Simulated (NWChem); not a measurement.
System: trichloroethylene (C₂HCl₃); SMILES ClC=C(Cl)Cl

Parts of the log:

```
             Northwest Computational Chemistry Package (NWChem) 7.3.0
             --------------------------------------------------------

 CS  symmetry detected

                             Geometry "geometry" -> ""
                             -------------------------

 Output coordinates in angstroms (scale by  1.889725989 to convert to a.u.)

  No.       Tag          Charge          X              Y              Z
 ---- ---------------- ---------- -------------- -------------- --------------
    1 Cl                  17.0000    -0.35791071    -2.27756746     0.00000000
    2 C                    6.0000    -0.90972018    -0.63944286     0.00000000
    3 C                    6.0000    -0.10464614     0.42781076     0.00000000
    4 Cl                  17.0000     1.62222558     0.35339902     0.00000000
    5 Cl                  17.0000    -0.78947078     2.02966976     0.00000000
    6 H                    1.0000    -1.98615164    -0.52372986     0.00000000

 Effective nuclear repulsion energy (a.u.)     315.2534364523

      Symmetry information
      --------------------

 Group name             Cs
 Group number              2
 Group order               2
 No. of unique centers     6

                                 NWChem DFT Module
                                 -----------------

 Summary of "ao basis" -> "ao basis" (spherical)
 ------------------------------------------------------------------------------
       Tag                 Description            Shells   Functions and Types
 ---------------- ------------------------------  ------  ---------------------
 Cl                        def2-svpd                11       27   5s4p2d
 C                         def2-svpd                 8       20   4s2p2d
 H                         def2-svpd                 4        8   2s2p

      Symmetry analysis of basis
      --------------------------

        a'         91
        a"         38

            General Information
            -------------------
          SCF calculation type: DFT
          Wavefunction type:  closed shell.
          No. of atoms     :     6
          No. of electrons :    64
           Alpha electrons :    32
            Beta electrons :    32
          Charge           :     0
          Spin multiplicity:     1
          Use of symmetry is: on ; symmetry adaption is: on
          Maximum number of iterations: 200
          AO basis - number of functions:   129
                     number of shells:    53
          Convergence on energy requested:  1.00D-06
          Convergence on density requested:  1.00D-05
          Convergence on gradient requested:  5.00D-04

              XC Information
              --------------
                         PBE0 Method XC Functional
                     Hartree-Fock (Exact) Exchange  0.250
          PerdewBurkeErnzerhof Exchange Functional  0.750
            Perdew 1991 LDA Correlation Functional  1.000 local
           PerdewBurkeErnz. Correlation Functional  1.000 non-local

             Grid Information
             ----------------
          Grid used for XC integration:  medium
          Radial quadrature: Mura-Knowles
          Angular quadrature: Lebedev.
          Tag              B.-S. Rad. Rad. Pts. Rad. Cut. Ang. Pts.
          ---              ---------- --------- --------- ---------
          Cl                  1.00       88          14.0       590
          C                   0.70       49          11.0       434
          H                   0.35       45          12.0       434
          Grid pruning is: on
          Number of quadrature shells:   407
          Spatial weights used:  Erf1

      Superposition of Atomic Density Guess
      -------------------------------------

 Sum of atomic energies:       -1453.73817276

      Non-variational initial energy
      ------------------------------

 Total energy =   -1455.543797
 1-e energy   =   -2633.946709
 2-e energy   =     863.149475
 HOMO         =      -0.242511
 LUMO         =       0.033272

      Symmetry analysis of molecular orbitals - initial
      -------------------------------------------------

  Numbering of irreducible representations:

     1 a'          2 a"

  Orbital symmetries:

     1 a'          2 a'          3 a'          4 a'          5 a'
     6 a'          7 a'          8 a'          9 a'         10 a'
    11 a'         12 a'         13 a"         14 a'         15 a"
    16 a'         17 a"         18 a'         19 a'         20 a'
    21 a'         22 a'         23 a'         24 a'         25 a"
    26 a'         27 a"         28 a'         29 a"         30 a'
    31 a'         32 a"         33 a'         34 a"         35 a'
    36 a'         37 a'         38 a'         39 a'         40 a"
    41 a'         42 a"

   convergence    iter        energy       DeltaE   RMS-Dens  Diis-err
 ---------------- ----- ----------------- --------- --------- ---------
 d= 0,ls=0.0,diis     1  -1456.2688867438 -1.77D+03  3.75D-02  8.38D-01
 d= 0,ls=0.0,diis     2  -1456.1372865279  1.32D-01  2.53D-02  1.82D+00
 d= 0,ls=0.0,diis     3  -1456.3633315693 -2.26D-01  2.18D-03  3.72D-02
 d= 0,ls=0.0,diis     4  -1456.3669611210 -3.63D-03  8.72D-04  9.91D-03
 d= 0,ls=0.0,diis     5  -1456.3681584337 -1.20D-03  2.70D-04  8.65D-04
  Resetting Diis
 d= 0,ls=0.0,diis     6  -1456.3682684666 -1.10D-04  9.53D-05  2.49D-05
 d= 0,ls=0.0,diis     7  -1456.3682716480 -3.18D-06  2.01D-05  9.21D-07
 d= 0,ls=0.0,diis     8  -1456.3682716509 -2.87D-09  9.60D-06  9.14D-07

         Total DFT energy =    -1456.368271650876
      One electron energy =    -2635.060212738692
           Coulomb energy =      958.745261191799
    Exchange-Corr. energy =      -95.306756556332
 Nuclear repulsion energy =      315.253436452349

 Numeric. integr. density =       63.999999206585

                  Occupations of the irreducible representations
                  ----------------------------------------------

                     irrep           alpha         beta
                     --------     --------     --------
                     a'               25.0         25.0
                     a"                7.0          7.0

                       DFT Final Molecular Orbital Analysis
                       ------------------------------------

 Vector   30  Occ=2.000000D+00  E=-3.560458D-01  Symmetry=a'
              MO Center= -2.9D-01, -8.5D-01,  1.1D-16, r^2= 4.9D+00
   Bfn.  Coefficient  Atom+Function         Bfn.  Coefficient  Atom+Function
  ----- ------------  ---------------      ----- ------------  ---------------
    12      0.487770  1 Cl px                50     -0.385062  3 C  s
     9      0.365814  1 Cl px               106      0.321253  5 Cl px
    30      0.287542  2 C  s                103      0.240048  5 Cl px
    80     -0.227212  4 Cl py                 6      0.210014  1 Cl px
    77     -0.166471  4 Cl py               122      0.151424  6 H  s

 Vector   31  Occ=2.000000D+00  E=-3.421079D-01  Symmetry=a'
              MO Center=  2.5D-01, -9.2D-02, -5.1D-17, r^2= 5.2D+00
   Bfn.  Coefficient  Atom+Function         Bfn.  Coefficient  Atom+Function
  ----- ------------  ---------------      ----- ------------  ---------------
    80      0.414370  4 Cl py                50     -0.387961  3 C  s
    12      0.352983  1 Cl px               106     -0.344705  5 Cl px
    77      0.321289  4 Cl py                 9      0.273788  1 Cl px
   103     -0.256538  5 Cl px                30      0.230775  2 C  s
    74      0.182602  4 Cl py                36      0.163084  2 C  py

 Vector   32  Occ=2.000000D+00  E=-2.787692D-01  Symmetry=a"
              MO Center= -2.4D-01, -2.1D-01, -4.0D-16, r^2= 3.9D+00
   Bfn.  Coefficient  Atom+Function         Bfn.  Coefficient  Atom+Function
  ----- ------------  ---------------      ----- ------------  ---------------
    34     -0.344229  2 C  pz                14      0.333675  1 Cl pz
    54     -0.323466  3 C  pz               108      0.285462  5 Cl pz
    81      0.258536  4 Cl pz                11      0.244436  1 Cl pz
    57     -0.208124  3 C  pz               105      0.208542  5 Cl pz
    37     -0.200571  2 C  pz                78      0.190087  4 Cl pz

 Vector   33  Occ=0.000000D+00  E=-3.888837D-02  Symmetry=a"
              MO Center= -4.2D-01, -1.2D-01,  1.9D-15, r^2= 3.2D+00
   Bfn.  Coefficient  Atom+Function         Bfn.  Coefficient  Atom+Function
  ----- ------------  ---------------      ----- ------------  ---------------
    57      0.498767  3 C  pz                54      0.461968  3 C  pz
    37     -0.443977  2 C  pz                34     -0.428100  2 C  pz
    14      0.186311  1 Cl pz                81     -0.178372  4 Cl pz
   108     -0.154518  5 Cl pz                11      0.119698  1 Cl pz
    78     -0.111632  4 Cl pz               129     -0.102974  6 H  pz

 Vector   34  Occ=0.000000D+00  E=-1.745424D-02  Symmetry=a'
              MO Center= -5.8D-01,  6.5D-01, -5.4D-15, r^2= 6.8D+00
   Bfn.  Coefficient  Atom+Function         Bfn.  Coefficient  Atom+Function
  ----- ------------  ---------------      ----- ------------  ---------------
    51      0.582646  3 C  s                 98     -0.526165  5 Cl s
   107      0.515764  5 Cl py                56      0.505190  3 C  py
     4      0.440476  1 Cl s                110      0.421125  5 Cl py
    31     -0.382404  2 C  s                 13      0.371667  1 Cl py
    49      0.323136  3 C  s                 16      0.301842  1 Cl py

 Vector   35  Occ=0.000000D+00  E=-1.112660D-02  Symmetry=a'
              MO Center=  8.6D-01, -8.0D-02,  3.8D-16, r^2= 5.7D+00
   Bfn.  Coefficient  Atom+Function         Bfn.  Coefficient  Atom+Function
  ----- ------------  ---------------      ----- ------------  ---------------
    31      0.575897  2 C  s                 79      0.516585  4 Cl px
    71     -0.480043  4 Cl s                 55      0.436393  3 C  px
    50      0.424563  3 C  s                 82      0.414248  4 Cl px
    30      0.352764  2 C  s                 52      0.333306  3 C  px
    49      0.324166  3 C  s                  4     -0.304640  1 Cl s

     Multipole analysis of the density
     ---------------------------------

     L   x y z        total         alpha         beta         nuclear
     -   - - -        -----         -----         ----         -------
     0   0 0 0     -0.000000    -32.000000    -32.000000     64.000000

     1   1 0 0     -0.348909     -0.174455     -0.174455      0.000000
     1   0 1 0      0.010426      0.005213      0.005213      0.000000
     1   0 0 1      0.000000      0.000000      0.000000      0.000000

     2   2 0 0    -34.375368   -135.901839   -135.901839    237.428310
     2   1 1 0     -0.201305     -1.217454     -1.217454      2.233602
     2   1 0 1      0.000000      0.000000      0.000000      0.000000
     2   0 2 0    -37.152218   -311.699302   -311.699302    586.246387
     2   0 1 1     -0.000000     -0.000000     -0.000000      0.000000
     2   0 0 2    -37.659362    -18.829681    -18.829681      0.000000

            General Information
            -------------------
          SCF calculation type: DFT
          Wavefunction type:  closed shell.
          No. of atoms     :     6
          No. of electrons :    64
           Alpha electrons :    32
            Beta electrons :    32
          Charge           :     0
          Spin multiplicity:     1
          Use of symmetry is: on ; symmetry adaption is: on
          Maximum number of iterations: 200
          AO basis - number of functions:   129
                     number of shells:    53
          Convergence on energy requested:  1.00D-06
          Convergence on density requested:  1.00D-05
          Convergence on gradient requested:  5.00D-04

              XC Information
              --------------
                         PBE0 Method XC Functional
                     Hartree-Fock (Exact) Exchange  0.250
          PerdewBurkeErnzerhof Exchange Functional  0.750
            Perdew 1991 LDA Correlation Functional  1.000 local
           PerdewBurkeErnz. Correlation Functional  1.000 non-local

             Grid Information
             ----------------
          Grid used for XC integration:  medium
          Radial quadrature: Mura-Knowles
          Angular quadrature: Lebedev.
          Tag              B.-S. Rad. Rad. Pts. Rad. Cut. Ang. Pts.
          ---              ---------- --------- --------- ---------
          Cl                  1.00       88          14.0       590
          C                   0.70       49          11.0       434
          H                   0.35       45          12.0       434
          Grid pruning is: on
          Number of quadrature shells:   407
          Spatial weights used:  Erf1

          Convergence Information
          -----------------------
          Convergence aids based upon iterative change in
          total energy or number of iterations.
          Levelshifting, if invoked, occurs when the
          HOMO/LUMO gap drops below (HL_TOL):  1.00D-02
          DIIS, if invoked, will attempt to extrapolate
          using up to (NFOCK): 10 stored Fock matrices.

                    Damping( 0%)  Levelshifting(0.5)       DIIS
                  --------------- ------------------- ---------------
          dE  on:    start            ASAP                start
          dE off:    2 iters        200 iters           200 iters

                            NWChem DFT Gradient Module
                            --------------------------

  charge          =   0.00
  wavefunction    = closed shell

  Using symmetry

                         DFT ENERGY GRADIENTS

    atom               coordinates                        gradient
                 x          y          z           x          y          z
   1 Cl     -0.676353  -4.303978   0.000000    0.001651  -0.008721   0.000000
   2 C      -1.719122  -1.208372   0.000000   -0.007524   0.006920   0.000000
   3 C      -0.197753   0.808445   0.000000   -0.004543  -0.005573   0.000000
   4 Cl      3.065562   0.667827   0.000000    0.010113  -0.000372   0.000000
   5 Cl     -1.491883   3.835520   0.000000   -0.004216   0.008654   0.000000
   6 H      -3.753282  -0.989706   0.000000    0.004519  -0.000907   0.000000
```

Level: PBE0/def2-SVPD. Geometry: optimised at B3LYP/6-31G* (spherical d).

Task: Which NWChem input produces such a log?

Result: This is not unique; one that fits is the input that was run:
```
start job
memory heap 200 mb stack 900 mb global 1100 mb
geometry units angstroms noautoz
  Cl    -0.395782    -2.274655     0.000000
  C     -0.924692    -0.628994     0.000000
  C     -0.104812     0.426928     0.000000
  Cl     1.620854     0.328440     0.000000
  Cl    -0.767230     2.038182     0.000000
  H     -1.999405    -0.498280     0.000000
end
basis spherical
  * library def2-svpd
end
dft
  xc pbe0
  iterations 200
end
task dft gradient
```
